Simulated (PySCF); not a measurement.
**Static response to an electric field**

Compound: C₇H₈O.
Geometry (PBE0-D3(BJ)/def2-SVP, Å), atoms numbered from 1 in this order:
```xyz
16
C7H8O angstrom
O     -0.3213   -1.1828    1.4286
C     -0.7149   -0.3905    0.3751
C     -0.2516    1.1094    0.3951
C      1.2477    0.8810    0.2141
C      1.3937   -0.1578   -0.6202
C     -0.0061   -0.6326   -1.0047
C     -0.6914    0.4818   -1.7815
C     -0.8378    1.5200   -0.9480
H      0.6411   -1.0956    1.4955
H     -1.8083   -0.4761    0.2903
H     -0.5494    1.7089    1.2649
H      2.0322    1.5003    0.6513
H      2.3239   -0.5713   -1.0122
H     -0.0768   -1.6430   -1.4275
H     -0.9925    0.4169   -2.8277
H     -1.2848    2.4916   -1.1614
```

Level: PBE0/def2-SVPD (PySCF), static field, nuclei fixed, core orbitals frozen in the response. The polarisability tensor in these axes (au):

```
x   74.20 -3.58  3.27
y   -3.58 78.36  2.66
z    3.27  2.66 78.26
```

**Question.** What are the eigenvalues, a third of the trace, and Δα (Δα² = ½Σ(αi − αj)² over the three pairs)?

**Answer.** Principal values 70.02, 79.80 and 81.00 au; mean 76.94 au = 11.40 Å³ = 12.69 × 10⁻⁴⁰ C²·m²/J; Δα = 10.43 au (14 % of the mean).

**Question.** What is the dipole moment, and where does it point?

**Answer.** (0.93, 0.92, -0.97) D, 1.63 D in size, pointing from the negative to the positive side. Measured along this direction, the outermost atoms are O1 at the negative end and H12 and H13 at the positive end.

**Question.** What would n − 1 = 2πNα be for an ideal gas of these molecules at 400 K and 1 atm, electronic part alone?

**Answer.** N = p/kT = 1.8347 × 10¹⁹ cm⁻³, so n − 1 = 2π × N × 11.40 × 10⁻²⁴ cm³ = 1314 × 10⁻⁶ at long wavelengths, for an ideal gas.

**Question.** How large is μ²/3kT at 273 K beside α?

**Answer.** In Gaussian units μ²/3kT = 23.44 Å³ against 11.40 Å³, a ratio of 2.06; the Debye molar polarisation (4π/3)N_A(α + μ²/3kT) is 87.9 cm³/mol, leaving out the vibrational part.

**Question.** Molar refractivity from α?

**Answer.** Lorentz–Lorenz: R = (4π/3)N_A α = 2.5225 cm³/(mol·Å³) × 11.40 Å³ = 28.8 cm³/mol, in the limit of long wavelengths.

**Question.** Give the principal axes and the span of the nuclei along them.

**Answer.** Largest value along (-0.11, 0.78, 0.62), where the nuclei span 4.33 Å; middle along (0.64, -0.42, 0.64), 4.45 Å; least along (0.76, 0.47, -0.45), 3.68 Å. 

**Question.** What depolarisation ratio follows for Rayleigh scattering of linearly polarised light, taking the static tensor?

**Answer.** ρ = 3Δα²/(45ᾱ² + 4Δα²) = 326.4/(266398 + 435.1) = 0.00122.

Geometry: PBE0-D3(BJ)/def2-SVP, one conformer, isolated molecule.
